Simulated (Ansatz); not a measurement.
Computed with Ansatz on PBE0-D4/def2-TZVP structures; ΔE is electronic, products minus reactants. CBS: MP2 limit from def2 TZ/QZ plus the TZ coupled-cluster correction, frozen cores. This one scheme is used for every species. Double bonds are as drawn, so ΔE can hold a change between cis and trans. Functionals use def2-TZVPP. For Ga outer-core shells are correlated without core-valence functions, which leaves a few kJ/mol of doubt a bond. Scalar relativity is left out up to krypton. One conformer a species, not always the lowest.

Consider the ligand exchange at a Ga–C bond: `O/[C]([GaH2])=N/[SiH3]` + `[OH][AlH2]` → `[AlH2][O][GaH2]` + `O/C=N/[SiH3]`.

`O/[C]([GaH2])=N/[SiH3]`:

Z-matrix (Å, degrees):
```
Si
N 1 1.714
H 1 1.482 2 113.7
H 1 1.482 2 113.7 3 127.5
H 1 1.541 2 106.7 3 -116.3
C 2 1.277 1 113.9 3 116.3
Ga 6 2.024 2 122.3 1 0.0
O 6 1.337 2 120.0 1 -180.0
H 7 1.564 6 118.0 2 -94.7
H 7 1.564 6 118.0 2 94.6
H 8 0.973 6 107.1 2 -0.0
```

`[OH][AlH2]`:

Cartesian coordinates in Å:
```
O -0.981 -0.719 -0.024
Al 0.447 0.172 0.178
H -1.614 -0.549 -0.719
H 0.782 1.356 -0.821
H 1.366 -0.259 1.385
```

`[AlH2][O][GaH2]`:

Cartesian coordinates in Å:
```
Al -0.186 0.306 1.653
O -0.003 0.001 0.017
Ga 0.193 -0.318 -1.711
H 1.085 0.733 2.496
H -1.626 0.157 2.298
H -0.010 0.908 -2.657
H 0.547 -1.789 -2.096
```

`O/C=N/[SiH3]`:

```xyz
9

O    -0.790    0.650   -2.219
C    -0.246    0.029   -1.170
N    -0.270    0.495   -0.005
Si    0.420   -0.273    1.381
H    -1.172    1.476   -1.886
H     0.205   -0.916   -1.492
H     1.061   -1.578    1.037
H     1.442    0.627    1.971
H    -0.650   -0.510    2.383
```

| species | ωB97X-V energy (Eh) |
| --- | --- |
| `O/[C]([GaH2])=N/[SiH3]` | -2385.83189 |
| `[OH][AlH2]` | -319.46996 |
| `[AlH2][O][GaH2]` | -2244.76467 |
| `O/C=N/[SiH3]` | -460.56912 |

Task: Work out ΔE.

Result: ΔE = (-2244.76467) + (-460.56912) − (-2385.83189) − (-319.46996) = -0.03194 Eh = -0.87 eV. CCSD(T)/CBS gives -0.79 eV.

Largest T1 diagnostic among the species: 0.015.

In def2-TZVPP, CCSD(T) changes the Hartree–Fock value by +0.37 eV (the triples alone add +0.05 eV) and MP2 by +0.35 eV. The D4 term adds +0.10 eV with B3LYP and +0.05 eV with PBE0; it sums over pairs of atoms, weighted by their polarisabilities, and B3LYP, whose exchange is more repulsive, gets the larger term.

B3LYP here is the variant with VWN-RPA as its local correlation; programs differ in this.
